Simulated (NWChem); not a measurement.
Molecule: CH3CdF; SMILES [CH3][Cd][F]

def2 effective core potentials on Cd; no spin-orbit coupling.

### Question
Give the equilibrium geometry at PBE0/def2-SVP with def2 effective core potentials on Cd (NWChem) as an XYZ file, with the point group.

### Answer
point group C3v; any orientation.
```
6

Cd    -0.4818     0.2048     0.0002
F     -0.0523     2.0935     0.0003
C     -0.9437    -1.8244     0.0002
H     -0.0220    -2.4194    -0.0650
H     -1.5845    -2.0642    -0.8599
H     -1.4744    -2.0893     0.9255
```
